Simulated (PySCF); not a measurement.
C₇H₁₄N₂Si.
SMILES with atom numbers: `[CH3:1][c:2]1[cH:3][c:4]([CH3:5])[n:6]([SiH:7]([CH3:8])[CH3:9])[n:10]1`

Cartesian coordinates in Å at the GFN2-xTB level; atoms count from 1:
```
atom  x, y, z in Å
C1     3.288    1.277   -0.494
C2     2.083    0.427   -0.298
C3     2.013   -0.983   -0.296
C4     0.692   -1.276   -0.073
C5     0.006   -2.589    0.023
N6     0.032   -0.093    0.049
Si7   -1.671    0.271    0.326
C8    -2.656   -0.189   -1.235
C9    -1.765    2.119    0.708
N10    0.891    0.941   -0.091
H11    3.003    2.325   -0.458
H12    4.020    1.078    0.289
H13    3.752    1.062   -1.455
H14    2.822   -1.673   -0.436
H15   -0.633   -2.627    0.904
H16   -0.617   -2.760   -0.854
H17    0.745   -3.384    0.083
H18   -2.092   -0.561    1.468
H19   -2.298    0.365   -2.099
H20   -3.710    0.037   -1.111
H21   -2.576   -1.247   -1.469
H22   -1.251    2.353    1.634
H23   -1.294    2.699   -0.079
H24   -2.796    2.446    0.804
```

Definitions: NICS(0) = −σiso at the ring centroid; NICS(1) = −σiso and NICS(1)zz = −σzz at ±1 Å along the ring normal z. Level: GIAO PBE0/pcSseg-1 (PySCF, non-relativistic, gas phase) on the GFN2-xTB geometry, one conformer.

Ring bond lengths (Å), with Mayer bond orders in brackets: C2–C3 1.413 (1.25), C3–C4 1.372 (1.46), C4–N6 1.361 (1.07), N6–N10 1.351 (1.16), N10–C2 1.314 (1.57).

Task: Give the NICS values of each ring in ppm.

Result: 
```csv
ring,type,NICS(0),"NICS(1), two faces","NICS(1)zz, two faces",rms pucker (Å),"centre to ring atoms, mean (Å)"
C2–C3–C4–N6–N10,5-membered ring with 2 N; formal bonds all aromatic,-10.9,-11.1 / -11.0,-27.3 / -26.8,0.00,1.16
```

Task: What do they say, and how far can they be read as aromaticity?

Result: 
- C2–C3–C4–N6–N10: mean NICS(1)zz -27.0 ppm, shielded, aromatic by this magnetic criterion (flat ring, no four-coordinate atom).

Task: What does the geometric index give? HOMA = 1 − mean of α(R − Ropt)² over the ring bonds, with Krygowski's 1993 parameters (CC: Ropt 1.388 Å, α 257.7 Å⁻²; CN: Ropt 1.334 Å, α 93.52 Å⁻²; NN: Ropt 1.309 Å, α 130.33 Å⁻²).

Result: 
- C2–C3–C4–N6–N10: HOMA 0.89; the largest term is that of N6–N10, α(R − Ropt)² = 0.23. The geometric and the magnetic index point the same way.

Task: At the first NICS(1) probe listed for ring C2–C3–C4–N6–N10, 1 Å off the ring, what do the in-plane components average?

Result: The isotropic value is a third of the trace: (3 × -11.1 − (-27.3))/2 = -3.0 ppm.

Task: List the ring angles and the Hirshfeld charges of the ring atoms.

Result: 
- C2–C3–C4–N6–N10: C2 110.2° (+0.028 e), C3 105.1° (-0.116 e), C4 107.3° (+0.035 e), N6 110.3° (-0.070 e), N10 107.1° (-0.145 e); sum 540.0° against 540° for a flat convex ring.
